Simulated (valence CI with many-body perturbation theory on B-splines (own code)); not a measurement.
**Gd49+: calculated level list**

Level of theory: relativistic CI+MBPT: five valence electrons over a frozen Dirac-Fock core [Ne], radial functions for each j: 11 s, 11 p, 10 d, 8 f, 5 g, 2 h, with the one-electron correlation potential Σ1 (screened to all orders), the two-electron term Σ2, the three-electron term Σ3, Breit, model QED; selected single and double excitations, second order for the rest, scaled by the run's own slope (own B-spline code, finite nucleus).

The last digits are not significant, and no measured levels were compared; by estimate large intervals hold to a few tenths of a per cent, small ones and those within an open d or f shell to about a per cent. Among the levels kept, up to 3200 cm⁻¹ of a level comes from second order outside the variational space, and about a tenth of that is noise between levels of different J, which matters for small intervals.

Levels 1 to 45 of 167, with energies above the lowest level, (3s^2 3p1/2^2 3p3/2) J=3/2. "Leading %" is the weight of the configuration and term that name the level; weights of strongly mixed levels are sums over their largest components and can fall short, so below about 35 % the name and the second component can differ from the true leading terms, or belong to a minority configuration. In the jj column 3d3/2^4 stands for four electrons in 3d with j = 3/2. Lifetimes count E1, E2, E3, M1 and M2 decay at the calculated energies, and are blank where another channel may lead or the interval is too uncertain; long ones can be off by a factor of two.

```tsv
No.	Configuration	Term	J	E (Ry)	Leading %	g	Lifetime	Leading jj
1	3s2 3p3	2P°	3/2	0.000	46	1.361		3s^2 3p1/2^2 3p3/2 (99 %)
2	3s2 3p3	4S°	3/2	12.245	54	1.451	21.4 ns	3s^2 3p1/2 3p3/2^2 (99 %)
3	3s2 3p3	2D°	5/2	12.985	99	1.190	116 ns	3s^2 3p1/2 3p3/2^2 (99 %)
4	3s2 3p3	2P°	1/2	13.914	99	0.653	33.2 ns	3s^2 3p1/2 3p3/2^2 (99 %)
5	3s2 3p2 3d	2D	3/2	13.983	39	0.778	140 ps	3s^2 3p1/2^2 3d3/2 (98 %)
6	3s2 3p2 3d	2D	5/2	17.673	29	1.211	10.3 ps	3s^2 3p1/2^2 3d5/2 (94 %)
7	3s 3p4	4P	5/2	22.501	66	1.457	7.01 ps	3s 3p1/2^2 3p3/2^2 (89 %)
8	3s 3p4	2P	3/2	24.338	31	1.150	2.80 ps	3s 3p1/2^2 3p3/2^2 (71 %)
9	3s 3p4	2S	1/2	24.360	52	2.108	4.13 ps	3s 3p1/2^2 3p3/2^2 (85 %)
10	3s2 3p2 3d	2F	5/2	26.114	46	0.956	211 ps	3s^2 3p1/2 3p3/2 3d3/2 (98 %)
11	3s2 3p3	2P°	3/2	26.273	52	1.297	9.63 ns	3s^2 3p3/2^3 (98 %)
12	3s2 3p2 3d	4F	3/2	26.275	33	0.912	11.4 ps	3s^2 3p1/2 3p3/2 3d3/2 (93 %)
13	3s2 3p2 3d	4D	1/2	26.290	79	0.207	145 ps	3s^2 3p1/2 3p3/2 3d3/2 (98 %)
14	3s2 3p2 3d	2G	7/2	26.861	48	1.040	4.54 ns	3s^2 3p1/2 3p3/2 3d3/2 (96 %)
15	3s2 3p2 3d	2D	5/2	28.650	33	1.190	838 fs	3s^2 3p1/2 3p3/2 3d3/2 (86 %)
16	3s2 3p2 3d	4D	7/2	29.149	47	1.305	1.79 ns	3s^2 3p1/2 3p3/2 3d5/2 (99 %)
17	3s2 3p2 3d	2D	3/2	29.176	25	1.241	485 fs	3s^2 3p1/2 3p3/2 3d3/2 (78 %)
18	3s2 3p2 3d	2P	1/2	29.192	39	1.673	662 fs	3s^2 3p1/2 3p3/2 3d3/2 (88 %)
19	3s2 3p2 3d	2P	3/2	29.719	42	1.360	13.4 ps	3s^2 3p1/2 3p3/2 3d5/2 (92 %)
20	3s2 3p2 3d	2G	9/2	29.946	60	1.190	1.55 μs	3s^2 3p1/2 3p3/2 3d5/2 (99 %)
21	3s2 3p2 3d	2F	5/2	30.003	32	1.137	11.4 ps	3s^2 3p1/2 3p3/2 3d5/2 (91 %)
22	3s2 3p2 3d	2F	7/2	31.428	55	1.111	4.03 ps	3s^2 3p1/2 3p3/2 3d5/2 (93 %)
23	3s2 3p2 3d	2D	5/2	31.483	40	1.249	2.19 ps	3s^2 3p1/2 3p3/2 3d5/2 (90 %)
24	3s2 3p2 3d	2D	3/2	31.948	61	0.929	4.88 ps	3s^2 3p1/2 3p3/2 3d5/2 (95 %)
25	3s2 3p2 3d	2P	1/2	32.160	52	1.249	3.43 ps	3s^2 3p1/2 3p3/2 3d5/2 (92 %)
26	3s 3p4	4P	3/2	35.630	63	1.450	2.22 ps	3s 3p1/2 3p3/2^3 (83 %)
27	3s 3p3 3d	4D°	5/2	36.108	28	1.282	39.3 ps	3s 3p1/2^2 3p3/2 3d3/2 (93 %)
28	3s 3p3 3d	6D°	3/2	36.246	27	1.295	22.4 ps	3s 3p1/2^2 3p3/2 3d3/2 (94 %)
29	3s 3p3 3d	4P°	1/2	36.349	43	2.483	42.4 ps	3s 3p1/2^2 3p3/2 3d3/2 (94 %)
30	3s 3p4	2D	5/2	36.637	63	1.284	2.28 ps	3s 3p1/2 3p3/2^3 (82 %)
31	3s 3p3 3d	4F°	7/2	36.674	24	1.288	44.6 ps	3s 3p1/2^2 3p3/2 3d3/2 (87 %)
32	3s 3p3 3d	2D°	3/2	37.802	25	0.997	4.21 ps	3s 3p1/2^2 3p3/2 3d3/2 (78 %)
33	3s 3p4	2P	1/2	37.895	45	1.351	1.14 ps	3s 3p1/2 3p3/2^3 (73 %)
34	3s 3p4	2P	3/2	38.035	43	1.135	1.02 ps	3s 3p1/2 3p3/2^3 (76 %)
35	3s 3p3 3d	4G°	5/2	38.676	24	0.875	2.21 ps	3s 3p1/2^2 3p3/2 3d3/2 (82 %)
36	3s 3p3 3d	4D°	1/2	38.919	45	0.563	1.98 ps	3s 3p1/2^2 3p3/2 3d3/2 (87 %)
37	3s 3p3 3d	4F°	9/2	39.191	46	1.367	43.2 ps	3s 3p1/2^2 3p3/2 3d5/2 (96 %)
38	3s 3p3 3d	4D°	5/2	40.166	31	1.389	5.63 ps	3s 3p1/2^2 3p3/2 3d5/2 (93 %)
39	3s 3p3 3d	2F°	7/2	40.751	31	1.246	5.65 ps	3s 3p1/2^2 3p3/2 3d5/2 (82 %)
40	3s 3p3 3d	2P°	3/2	40.771	30	1.152	7.40 ps	3s 3p1/2^2 3p3/2 3d5/2 (81 %)
41	3s2 3p 3d2	4G°	5/2	40.882	46	0.769	1.67 ps	3s^2 3p1/2 3d3/2^2 (83 %)
42	3s2 3p2 3d	2D	5/2	41.078	29	1.178	840 fs	3s^2 3p3/2^2 3d3/2 (85 %)
43	3s2 3p2 3d	2F	7/2	41.125	48	1.117	1.18 ps	3s^2 3p3/2^2 3d3/2 (94 %)
44	3s2 3p2 3d	4P	3/2	41.237	24	1.186	605 fs	3s^2 3p3/2^2 3d3/2 (77 %)
45	3s2 3p2 3d	4P	1/2	41.303	37	1.583	585 fs	3s^2 3p3/2^2 3d3/2 (78 %)
```

The ionisation energy to 3s2 3p2 3P_0 of the next ion comes out as 4296.5 eV (NIST: 4294 ± 4 eV (theoretical)). All 167 levels together are meant to be complete up to 63.200 Ry.
